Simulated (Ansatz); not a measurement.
Species: C6H12, net charge 0, singlet state. SMILES: CCC/C=C\C
Coordinates optimised at B3LYP-D3(BJ)/def2-TZVP (Ansatz, an electronic-structure program):
```xyz
18

C      2.7637     0.3147     0.6928
C      1.4889     0.7015    -0.0503
C      0.5208    -0.4765    -0.2222
C     -0.7015    -0.1081    -1.0061
C     -1.9615    -0.0623    -0.5785
C     -2.4742    -0.3864     0.7906
H      3.4345     1.1684     0.8058
H      2.5364    -0.0645     1.6922
H      3.3076    -0.4686     0.1591
H      0.9744     1.5056     0.4835
H      1.7429     1.1041    -1.0358
H      0.2543    -0.8680     0.7613
H      1.0481    -1.2855    -0.7418
H     -0.5138     0.1725    -2.0396
H     -2.7210     0.2438    -1.2926
H     -1.6829    -0.6708     1.4822
H     -3.0011     0.4719     1.2178
H     -3.1968    -1.2069     0.7501
```
Charge 0, spin multiplicity 1.

Parts of the frozen-core correlation energy in cc-pVQZ (Ansatz, hartree). Frozen orbitals: 6; correlated occupied orbitals by spin: 18 and 18; virtual: 666 and 666. Spin-orbit coupling is left out. Non-relativistic.

```
term                            value
-------------------------  ----------
reference (HF)             -234.27531
MP2 opposite-spin          (withheld)
MP2 same-spin              (withheld)
CCSD correlation           (withheld)
(T)                          -0.04946
T1 diagnostic                   0.010
largest doubles amplitude       0.064
```

Task: Fill in the missing entries.

Result: 
- MP2 opposite-spin, value: -0.85984
- MP2 same-spin, value: -0.23712
- CCSD correlation, value: -1.14770
